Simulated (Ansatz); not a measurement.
The same path of BClF2 + H2 (6 atoms, charge 0, multiplicity 1) was run twice with different band settings. Lost on the way: B1–F2, H5–H6. Made: B1–H5, F2–H6.

Theory: RHF/def2-SVP (Ansatz).

Relaxed end points:

```xyz
6
Properties=species:S:1:pos:R:3
B -0.041 0.553 -0.074
F -0.040 0.887 1.179
F 1.080 0.239 -0.646
Cl -1.534 0.533 -0.985
H -0.169 -2.537 0.868
H -0.105 -2.180 1.522
```

```xyz
6
Properties=species:S:1:pos:R:3
B -0.269 -0.637 -0.543
F -0.185 -0.343 2.160
F 0.968 -0.267 -0.311
Cl -1.416 0.583 -1.064
H -0.576 -1.780 -0.463
H 0.670 -0.062 2.086
```

Common settings: spring 5.0 eV/Å²; optimiser quadratic models (default); start path through a guess of the saddle point; force threshold 0.05 eV/Å; iteration limit 60; end points relaxed.

| run | movable images | climbing image |
| --- | --- | --- |
| 1 | 5 | yes |
| 2 | 8 | no |

Question: What does each run give, and how far can it be trusted?

Answer: Run 1: converged after 24 iterations, highest image 2.816 eV above the first end. Neighbouring images differ by up to 2.2 eV, so the band resolves the path poorly. A vibrational analysis at the climbing image gives one clearly imaginary mode, 1787i cm⁻¹: a first-order saddle point.
Run 2: converged after 45 iterations, highest image 2.698 eV above the first end. Neighbouring images differ by up to 1.5 eV, so the band resolves the path poorly. No image climbed, so the highest image needn't sit at the top of the path.
The orbitals stay closed-shell, which can raise the energy where a bond breaks towards radicals; this wasn't checked here.
